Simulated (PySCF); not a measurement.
Computed shifts of a molecule CH6O2Si2, PBE/pcSseg-1 in PySCF, GIAO, gas phase, atoms alike by connectivity averaged where their shifts nearly agree, in ppm (number of nuclei): ²⁹Si: 19.4 (1), -29.3 (1). ¹³C: 63.9 (1). ¹H: 6.09 (1), 5.46 (1), 5.32 (1), 4.98 (1), 4.86 (1), 3.09 (1). References: ¹⁷O against H2O (σ = 334.3 ppm); ²⁹Si against TMS (σ = 335.4 ppm); ¹³C against TMS (σ = 182.0 ppm); ¹H against TMS (σ = 31.49 ppm), references at their B3LYP-D3(BJ)/def2-TZVP geometries, non-relativistic. Geometry: PBE-D3(BJ)/def2-SVP. Other conformers were not sampled.

**Question.** Pick the molecule that these values belong to.
(A) C1O[SiH2][SiH2]O1
(B) O[Si@H]1OC[SiH2]1
(C) O=C[Si@@H](O)[SiH3]
(D) C[SiH]1O[SiH2]O1

**Answer.** B, O[Si@H]1OC[SiH2]1
